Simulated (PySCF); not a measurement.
Two-component Hartree-Fock for Hf³⁺ (hafnium, charge +3)

Start: [Xe] 4f14 6s1; 6s1/2 filled at m_j = +1/2. Calculated with PySCF 2.14 in x2c-SVPall-2c with one added diffuse shell each of s, d type (8s9p10d2f, 99 functions): generalised Hartree-Fock with the X2C-1e Hamiltonian and a Gaussian nucleus; one run each with spin-orbit coupling (SO) switched off, then screened by Boettger's factors. This is a chosen level, not necessarily the ground level.

```tsv
spinor shell	electrons	ε, spin-free (eV)	ε, screened SO (eV)	weight of nominal j (screened SO)	rms radius, screened SO (bohr)
1s1/2	2	-65721.6	-65703.4	1.000	0.0215
2s1/2	2	-11405.0	-11399.3	1.000	0.0869
2p1/2	2	-10020.3	-10869.6	1.000	0.0740
2p3/2	4	-10020.3	-9671.5	1.000	0.0812
3s1/2	2	-2684.1	-2682.2	1.000	0.222
3p1/2	2	-2263.0	-2447.3	1.000	0.214
3p3/2	4	-2263.0	-2185.9	1.000	0.228
3d3/2	4	-1759.6	-1792.4	1.000	0.202
3d5/2	6	-1759.6	-1736.0	1.000	0.206
4s1/2	2	-597.86	-597.29	1.000	0.498
4p1/2	2	-457.12	-499.56	1.000	0.508
4d3/2	4	-271.67	-278.17	1.000	0.571
4d5/2	6	-271.67	-266.85	1.000	0.583
5s1/2	2	-112.33	-112.24	1.000	1.22
5p1/2	2	-74.599	-80.027	1.000	1.42
5p3/2	4	-74.599	-72.248	1.000	1.45
4f5/2	6	-64.279	-64.996	1.000	0.734
4f7/2	8	-64.279	-63.323	1.000	0.738
6s1/2	1	-29.684	-29.678	1.000	3.30
```

(1) Where does 4p3/2 lie, and what is the 4p spin-orbit splitting (screened SO)?

```tsv
quantity	spin-free	screened SO
E (hartree)	-15064.64477	-15080.39315
M_J	1/2	1/2
⟨J²⟩	0.750	0.750
⟨L²⟩	0.000	0.087
⟨S²⟩	0.750	0.837
```

Each row is a mean over spinors that exchange with the open shell spreads, by up to 0.369 eV (5s1/2).

Breit and QED terms are absent; they matter most for the inner s and p1/2 levels.

Densities and radii are taken from the X2C orbitals without a picture-change correction, which distorts them close to the nucleus.

Without spin-orbit coupling the j labels of p, d and f shells carry no meaning; the spin-free column gives the mean over the occupied spinors of each nl shell.

## Answers

(1) At -439.27 eV, 60.285 eV above 4p1/2.
